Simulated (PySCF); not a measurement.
CH4F2GaN.

```xyz
9

Ga     0.0164    -0.3847     0.0000
F      1.0024    -1.8419     0.0000
F     -1.7304    -0.6090     0.0000
N      0.7280     1.2716     0.0000
C     -0.0153     2.5200     0.0000
H      1.7453     1.3646     0.0000
H      0.1987     3.1422     0.8987
H      0.1987     3.1422    -0.8987
H     -1.1035     2.3118     0.0000
```

Coordinates come from a PBE-D3(BJ)/def2-SVP optimisation. The structure was generated by enumeration; whether it is a known compound was not checked. One conformer was computed; it need not be the lowest.

Method: PySCF with B3LYP/pcSseg-1. Non-relativistic, no solvent.

Computed absolute GIAO shielding of each atom: isotropic value and principal components (ppm):
| atom | σ(iso) | σ11 | σ22 | σ33 | span |
|---|---|---|---|---|---|
| Ga1 | 1535.8 | 1322.3 | 1506.5 | 1778.5 | 456.3 |
| F2 | 355.8 | 270.4 | 359.2 | 437.8 | 167.4 |
| F3 | 366.3 | 272.7 | 394.5 | 431.6 | 158.9 |
| N4 | 224.8 | 200.4 | 216.0 | 258.0 | 57.6 |
| C5 | 142.1 | 116.3 | 132.0 | 177.9 | 61.6 |
| H6 | 30.2 | 21.2 | 28.9 | 40.4 | 19.2 |
| H7 | 28.1 | 23.1 | 25.8 | 35.4 | 12.3 |
| H8 | 28.1 | 23.1 | 25.8 | 35.4 | 12.3 |
| H9 | 28.2 | 23.2 | 27.4 | 33.9 | 10.7 |
